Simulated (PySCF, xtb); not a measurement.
B(H)(Cl)(OH) (BClH2O), SMILES B(Cl)O.

GFN2-xTB in xtb at its own geometry gives an orbital gap of 5.46 eV and a dipole moment of 1.70 D.

The structure is a stationary point at B3LYP-D3(BJ)/def2-TZVP. The values are those of a single conformer.

Question: What does CAM-B3LYP/def2-TZVPD (PySCF) give? (The exact figures need the calculation; the answer reports its results.)

Answer: gap 10.97 eV (levels -10.60 and 0.37 eV), dipole 1.04 D.
